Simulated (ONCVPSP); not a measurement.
**Ce ONCV: all-electron and pseudo phase curves**

cerium, optimised norm-conserving Vanderbilt (ONCV), made with ONCVPSP 4.0.1 (LDA (Perdew-Wang 92), fully relativistic). Core [Kr] 4d10, reference 4f1 5s2 5p6 5d1 (charge +2). Waves: 5s: rc 1.50 bohr, ncon 3, nbas 6, qcut 4.6 1/bohr, 2 projectors, debl 0.9 Ha; 5p: rc 1.70 bohr, ncon 4, nbas 8, qcut 4.7 1/bohr, 2 projectors, debl 0.7 Ha; 5d: rc 3.45 bohr, ncon 4, nbas 8, qcut 4.5 1/bohr, 2 projectors, debl 3.9 Ha; 4f: rc 1.65 bohr, ncon 3, nbas 8, qcut 8.4 1/bohr, 1 projector. Local part: polynomial inside 1.30 bohr (lpopt 5, dvloc0 1 Ha). Core correction: none.

Open shells are filled in proportion to 2j + 1.

In the s channel the program set the typed energies aside and used -1.968, 0.250 Ha. In the p channel the program set the typed energies aside and used -1.294, 0.250 Ha (j = l + 1/2; the other j can differ).

The phase is arctan(r·R′/R) of the radial function R(r), unwrapped; energies in Ha, scanned from -3 to 5 Ha. A pole is an energy at which the radial function vanishes at the test radius. The pseudo phase is shifted by a multiple of π to meet the all-electron one at the reference energy, and phase errors are pseudo minus all-electron; the curves can meet again beyond the range given. Levels narrower than the energy grid can be missing from the lists of poles.

For each channel, where are the poles, and over which energies does the pseudopotential scatter like the atom?

```csv
channel,radius (bohr),reference energy (Ha),"poles, all-electron","poles, pseudo",unbroken range about the reference energy with phases within 0.05 rad,phase error 1 Ha above the reference energy (rad)
s,1.53,-1.97,1.32,1.32,the whole range,-0.000
p3/2,1.73,-1.29,1.17,"1.16, 4.29",below 3.2,-0.000
p1/2,1.73,-1.40,0.79,0.79,below 3.3,-0.000
d5/2,3.50,-0.55,"-0.37, 1.53, 4.52","-0.37, 1.55, 4.55",below 0.2,+0.065
d3/2,3.50,-0.56,"-0.39, 1.50, 4.48","-0.38, 1.53, 4.53",below 0.2,+0.077
f7/2,1.68,-0.67,-0.27,-0.24,-1.1 to 0.2,+0.064
f5/2,1.68,-0.69,-0.29,-0.26,-1.1 to 0.2,+0.065
```

Note: ghosts flagged at negative energy: s at -19.4 eV; GHOST(+) flagged for p3/2 at 109.7 eV, d3/2 at 221.2 eV. A true bound ghost makes a file unfit for plane-wave use.

Phases in the f7/2 channel:

| E (Ha) | all-electron | pseudo |
| --- | --- | --- |
| -2.98 | 1.216 | 1.224 |
| -2.54 | 1.163 | 1.174 |
| -2.10 | 1.075 | 1.093 |
| -1.66 | 0.899 | 0.930 |
| -1.22 | 0.357 | 0.412 |
| -0.78 | -0.988 | -0.985 |
| -0.34 | -1.528 | -1.516 |
| 0.10 | -1.745 | -1.704 |
| 0.54 | -1.921 | -1.826 |
| 0.98 | -2.153 | -1.944 |
| 1.42 | -2.585 | -2.088 |
| 1.86 | -3.345 | -2.301 |
| 2.30 | -3.962 | -2.651 |
| 2.74 | -4.258 | -3.171 |
| 3.18 | -4.412 | -3.683 |
| 3.62 | -4.505 | -4.016 |
| 4.06 | -4.569 | -4.212 |
| 4.50 | -4.617 | -4.334 |
| 4.94 | -4.655 | -4.416 |
